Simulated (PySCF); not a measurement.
**Gas-phase thermal properties of InBr**

Energies from PySCF (xtb for GFN2), thermal terms from the rigid-rotor harmonic-oscillator model, ideal gas at 1 bar. All species are closed-shell singlets. In: scalar-relativistic def2 core potential, no spin-orbit coupling. Br: all electrons, no relativistic terms. The harmonic model lacks anharmonicity and excited electronic states, which grow with temperature; levels with a mode under 35 cm⁻¹ are left out.

```
level           point group  σ  ZPE (kJ/mol)  S°298 (J/mol/K)  Cp298 (J/mol/K)  S°1000 (J/mol/K)  H1000 − H298 (kJ/mol)
--------------  -----------  -  ------------  ---------------  ---------------  ----------------  ---------------------
GFN2-xTB                C∞v  1           1.3            259.8             36.7             304.8                   26.1
PBE/def2-SVP            C∞v  1           1.3            260.1             36.7             305.0                   26.1
PBE0/def2-TZVP          C∞v  1           1.3            259.8             36.7             304.7                   26.1
```
σ: rotational symmetry number. Electronic degeneracy used: 1. Frequencies are unscaled.
